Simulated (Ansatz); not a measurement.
An input meant for Ge₃F₃⁻ (charge -1, triplet).

```yaml
crystal:
  periodic: [false, false, false]
  atoms:
    - {symbol: Ge, position_ang: [-0.390657, -0.185416, -1.094031]}
    - {symbol: Ge, position_ang: [1.961186, -0.723759, -0.154926]}
    - {symbol: Ge, position_ang: [-1.141547, -0.050510, 1.270017]}
    - {symbol: F, position_ang: [1.634658, -2.303710, 0.417488]}
    - {symbol: F, position_ang: [-1.811746, 1.678144, 1.285841]}
    - {symbol: F, position_ang: [0.042862, 1.585822, -1.798140]}
basis:
  gaussian: {orbitals: def2-mTZVPP}
total_charge: -1
magnetization: {spin_polarized: true, initial_magnetization: 2}
hamiltonian: {xc: {name: r2SCAN0}}
scf: {omitted_lower_state_checks: [starts]}
relax: {f_tol: 0.0001, max_steps: 3}
```

```sh
$ ansatz run in.yaml --threads 4 --pin off --events-out ev --progress --plain --max-ram 4787MiB
```

Shortened log:

```
Functional definition: r2SCAN0
1730 factors; integrals over basis functions are off by at most 2.6e-4 eV
mean field evaluation 1: about -177704.1330 eV, gradient 1.9e1 eV
mean field evaluation 2: about -177702.6503 eV, gradient 3.0e1 eV
mean field evaluation 4: about -177705.1894 eV, gradient 1.3e0 eV
mean field evaluation 8: about -177705.2167 eV, gradient 1.9e-1 eV
mean field evaluation 16: about -177705.1933 eV, gradient 1.3e0 eV
mean field -177705.24894609 eV, -6530.5474458247 hartree, gradient 1.4e-5 eV, S^2 2.102063; 0 other end points of the search recorded, 0 dependent functions left out
reference -177705.24895519 eV, -6530.5474461591 hartree; 63, 61 occupied and 117, 119 virtual orbitals, 1730 factors
relax step   1: F+E_penalty+E_count = -177705.24894609 eV  Δ(F+E_penalty+E_count) = +0.000e0 eV  max|allowed force component| = 2.400e0 eV/Å  Δτ_max = 0.0000 Å  (71 SCF iters, accepted)
1730 factors; integrals over basis functions are off by at most 2.8e-4 eV
mean field evaluation 32: about -177705.7459 eV, gradient 3.2e-3 eV
mean field -177705.74593660 eV, -6530.5657098892 hartree, gradient 5.2e-6 eV, S^2 2.036071; 0 other end points of the search recorded, 0 dependent functions left out
reference -177705.74594543 eV, -6530.5657102137 hartree; 63, 61 occupied and 117, 119 virtual orbitals, 1730 factors
relax step   2: F+E_penalty+E_count = -177705.74593660 eV  Δ(F+E_penalty+E_count) = -4.970e-1 eV  max|allowed force component| = 1.231e0 eV/Å  Δτ_max = 0.1949 Å  (63 SCF iters, accepted)
1730 factors; integrals over basis functions are off by at most 2.9e-4 eV
mean field -177706.03463271 eV, -6530.5763192754 hartree, gradient 5.3e-6 eV, S^2 2.011922; 0 other end points of the search recorded, 0 dependent functions left out
reference -177706.03464139 eV, -6530.5763195944 hartree; 63, 61 occupied and 117, 119 virtual orbitals, 1730 factors
relax step   3: F+E_penalty+E_count = -177706.03463271 eV  Δ(F+E_penalty+E_count) = -2.887e-1 eV  max|allowed force component| = 5.193e-1 eV/Å  Δτ_max = 0.1955 Å  (60 SCF iters, accepted)
Error: geometry relaxation did not converge after 3 steps: max|allowed force component| = 5.19e-1 eV/Å (threshold 1.0e-4). Raise `relax.max_steps` over both its present limit and 3, loosen `relax.f_tol`, or start from a geometry closer to equilibrium. Where this run's directory can be resumed (`checkpoint.write`), a resume goes on for up to `relax.max_steps` more
```

Problem. What is wrong with this run?

Solution. The relaxation is allowed too few steps for its threshold. The SCF steps converged, but the relaxation ran out of steps.
